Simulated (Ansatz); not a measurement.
```yaml
crystal:
  periodic: [false, false, false]
  atoms:
    - {symbol: Al, position_ang: [-1.104363, 2.082176, -1.290533]}
    - {symbol: Al, position_ang: [-0.061300, -1.257776, 0.394711]}
    - {symbol: Te, position_ang: [1.172265, 2.723459, -0.302374]}
    - {symbol: Te, position_ang: [-2.049656, -0.282640, -0.989152]}
    - {symbol: Te, position_ang: [0.114838, -3.542814, 1.263540]}
    - {symbol: Te, position_ang: [1.928216, 0.277596, 0.923809]}
basis:
  gaussian: {orbitals: def2-TZVPD, initial_orbitals: start.molden}
total_charge: -1
magnetization: {spin_polarized: true, initial_magnetization: 1}
hamiltonian: {xc: pbe0, dispersion: d4}
scf: {omitted_lower_state_checks: [starts]}
output: {orbitals: {seedname: orbitals}}
```

The file start.molden holds the orbitals of an earlier run on this structure, at another level or in another basis.

```sh
$ ansatz run in.yaml --threads 4 --pin off --events-out ev --progress --plain --max-ram 4787MiB
```

Question: Does this run fit into the memory that it is given?

Answer: No. It has 322 basis functions, and Ansatz plans for 4.89 GiB where 4.67 GiB are given.
